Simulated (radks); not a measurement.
Spherical quantum dot in the effective-mass picture: electrons in a parabolic well V = omega^2 r^2 / 2 with omega = 0.374, with a point charge +2 (a donor) at the centre, all in effective atomic units (hartree* = m*/eps^2 hartree, bohr* = eps/m* bohr), one dielectric constant everywhere. Calculated with a radial shooting solver with Libxc functionals: non-relativistic Kohn-Sham, PBEsol, spin-polarised, spherical densities. Levels are named by radial order and angular momentum (1s, 1p, 1d, 2s, ...), and open shells are averaged over m.

N = 42, configuration 1s2 1p6 1d10 2s2 1f14 2p6 3s2. This is the lowest configuration that the search found. Occupied and some empty levels:

level,occupation,eigenvalue (hartree*),<r> (bohr*)
1s,2,8.4011,1.085
2s,2,8.7718,4.597
1p,6,8.8062,4.670
1d,10,8.9109,5.168
1f,14,9.0337,5.518
3s,2,9.0975,4.588
2p,6,9.1049,4.412
1g,0,9.1743,5.804
2d,0,9.2808,4.952
1h,0,9.3311,6.050
2f,0,9.4583,5.347
3p,0,9.4850,4.713

Energy (hartree*): total 217.159, kinetic 14.242, external 52.577, Hartree 161.93, exchange-correlation -11.590.
